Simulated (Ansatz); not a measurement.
A ladder of methods for SnH3Cl (SnClH3)

SnH3Cl: 5 atoms, total charge 0, spin state singlet. SMILES: `[H][Sn]([H])([H])[Cl]`. Geometry: a GFN2-xTB relaxation, a rough one for these elements and not checked as a minimum.

```xyz
5

Sn    0.0000    0.0009   -0.1426
Cl    0.0116   -0.0193    2.1380
H     1.5866    0.0109   -0.6751
H    -0.8030    1.3805   -0.6471
H    -0.7952   -1.3730   -0.6733
```

Quantity: the energy change with the Sn1–H5 bond stretched from 1.674 to 3.348 Å, in eV. The values are calculated.

```tsv
level	kind	program	value (eV)	less FCI/STO-3G	CPU time (all runs)
SVWN5/STO-3G (restricted)	LDA	Ansatz	5.57	+1.27	3.1 s
BLYP/STO-3G (restricted)	GGA	Ansatz	5.24	+0.94	4.5 s
revPBE/STO-3G (restricted)	GGA	Ansatz	5.25	+0.95	4.8 s
B3LYP/STO-3G (restricted)	global hybrid	Ansatz	5.82	+1.52	4.8 s
r2SCAN0/STO-3G (restricted)	hybrid meta-GGA	Ansatz	6.28	+1.98	11 s
CAM-B3LYP/STO-3G (restricted)	range-separated hybrid	Ansatz	6.42	+2.12	5.3 s
RPA@PBE/STO-3G (restricted)	RPA	Ansatz	5.10	+0.80	7.4 s
MP2/STO-3G (restricted)	perturbation theory	Ansatz	5.90	+1.60	1.6 s
CCSD(T)/STO-3G (restricted)	coupled cluster or CI	Ansatz	4.29	-0.01	1.5 s
FCI/STO-3G	exact in the basis	Ansatz	4.30	0.00	22 s
```

FCI/STO-3G is exact within its basis and frozen core, so for wave-function methods in that basis the difference is their error; functionals converge differently with the basis, so for them it is only a difference. All-electron rows without a relativistic Hamiltonian named are non-relativistic. The first shape isn't each level's own minimum. The values span 4.29 to 6.42 eV. All rows use very small basis sets, so none should be taken for the real molecule's value. In the correlated wave-function rows the outer d shell of Sn is correlated, in sets not made for it. Times are those of the runs behind each value, whatever else they computed, on shared processors of several kinds: orders of magnitude only.
